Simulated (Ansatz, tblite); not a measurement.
Cost and result up the ladder for [Au(OH)4]- (AuO₄H₄⁻) (9 atoms). Total charge -1; singlet. Geometry: PBE0-D4/def2-SVPD.

```xyz
9

Au    0.000    0.000    0.000
O     0.436    0.393    1.902
H    -0.366    0.138    2.371
O     1.806    0.635   -0.545
H     2.212    0.892    0.289
O    -0.435   -0.394   -1.902
H     0.365   -0.136   -2.371
O    -1.805   -0.637    0.545
H    -2.212   -0.892   -0.289
```

Ansatz on 4 threads of AMD EPYC 9R45 on a shared host; xTB runs through tblite on one thread. Times are rough, summed over both states, and most runs start from the orbitals of an earlier one. PBE0-D4/def2-TZVPD serves as the yardstick here, not as an exact answer. The other state is a doublet.

In the def2 sets Au takes a core potential; there is no spin–orbit coupling. The xTB rows come from tblite. HOMO above LUMO, or a gap near zero within one spin, warns that the state may not be the lowest or that an electron is smeared out.

Run but left out: PBE-D4/def2-TZVPD (neutral doublet: an occupied level 0.01 eV above an empty one).

Raw xTB energies of ions are shifted by several eV.

```json
{"level": "GFN2-xTB", "functions": "29", "wall time": "0.005 s", "vertical IE (eV)": "9.64", "difference from PBE0-D4/def2-TZVPD (eV)": "5.23", "remarks": "–"}
{"level": "GFN1-xTB", "functions": "33", "wall time": "0.008 s", "vertical IE (eV)": "8.88", "difference from PBE0-D4/def2-TZVPD (eV)": "4.47", "remarks": "–"}
{"level": "r2SCAN-D4/def2-TZVPD", "functions": "239", "wall time": "5.3 s", "vertical IE (eV)": "3.88", "difference from PBE0-D4/def2-TZVPD (eV)": "-0.53", "remarks": "gap within one spin near zero (doublet)"}
{"level": "PBE0-D4/def2-TZVPD (with forces)", "functions": "239", "wall time": "8 s", "vertical IE (eV)": "4.41", "difference from PBE0-D4/def2-TZVPD (eV)": "0.00", "remarks": "–"}
```
